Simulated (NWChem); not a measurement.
# methylammonium (CH6N cation); SMILES C[NH3+]

All runs: NWChem. All runs use the structure optimised with B3LYP/6-31G* (spherical d). Level: PBE/def2-SVP with SMD (1 M gas to 1 M solution), gas-phase geometry. Reactions with the solvent are ignored.

Question: What does the run give for solvent ethanol? Quantities: solvation free energy (kcal/mol); cavity-dispersion-structure term (kcal/mol).

Answer: 
```json
{
 "solvation free energy (kcal/mol)": "-73.0",
 "cavity-dispersion-structure term (kcal/mol)": "0.6"
}
```
